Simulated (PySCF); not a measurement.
## Rh²⁷⁺: ionisation energy

Rh²⁷⁺ [Ar] (1S) → Rh²⁸⁺ [Ne] 3s2 3p5 (2P), as a difference of total energies. All numbers are calculated (PySCF 2.14, the spin-free X2C one-electron Hamiltonian (Gaussian nucleus), in an uncontracted even-tempered set (18 s from 3.6 bohr⁻², ratio 2.5; 12 p from 4.7 bohr⁻², ratio 2.5; 5 d from 23 bohr⁻², ratio 2.7; 4 f from 34 bohr⁻², ratio 2.7)). Correlated levels: outer shells: 1s2 frozen; virtual orbitals above 40 to 60 times the deepest correlated orbital energy dropped. The calculations carry no spin-orbit coupling.

| method | ionisation energy (eV) |
| --- | --- |
| UHF | 1555.2 |
| MP2 (outer shells) | 1556.2 |
| SCS-MP2 (outer shells) | 1556.0 |
| CCSD (outer shells) | 1556.1 |
| CCSD(T) (outer shells) | 1556.1 |

A first-order spin-orbit estimate (lowest level to lowest level, LS coupling) adds -10.415 eV.

Breit and QED terms and the two-electron picture change are absent.

For comparison: 1544 ± 5 eV (semi-empirical (NIST evaluation); NIST Atomic Spectra Database, ionization energies).
